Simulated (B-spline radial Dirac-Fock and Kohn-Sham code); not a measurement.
## In 2s: cross section and angular parameters

System: the In atom, 1s2 2s2 2p6 3s2 3p6 3d10 4s2 4p6 4d10 5s2 5p1; threshold 4238.0 eV (tabulated edge). Model: Dirac-Hartree-Slater photoionisation with a Latter tail; cross sections with all multipoles, angular parameters from the dipole term and its interference with E2. Program: an atomic code on a B-spline grid.

For linearly polarised light dσ/dΩ = σ/(4π) [1 + β P₂(cos θ) + (δ + γ cos²θ) sin θ cos φ], with θ from the polarisation vector and φ the angle between the beam and the projection of the electron momentum on the plane normal to the polarisation.

| hν (eV) | σ (kb) | β | γ |
| --- | --- | --- | --- |
| 4930 | 24.1 | 1.992 | 0.368 |
| 5260 | 21.5 | 1.992 | 0.177 |
| 5600 | 19.3 | 1.992 | 0.055 |
| 6120 | 16.4 | 1.993 | -0.047 |
| 7300 | 11.8 | 1.993 | -0.087 |
| 8090 | 9.70 | 1.993 | -0.044 |
| 9251.7 | 7.44 | 1.993 | 0.065 |
| 9740 | ? | ? | ? |
| 10400 | 5.85 | 1.993 | 0.199 |
| 10700 | 5.52 | 1.993 | 0.235 |
| 12000 | 4.33 | 1.993 | 0.399 |
| 12800 | 3.78 | 1.993 | 0.499 |

Q: Give the values at 9740 eV.

A: σ = 6.70 kb, β = 1.993, γ = 0.120. For an s subshell δ is negligible.

Values without a named source are computed, but for edge energies of neutral atoms, which are taken from tables.
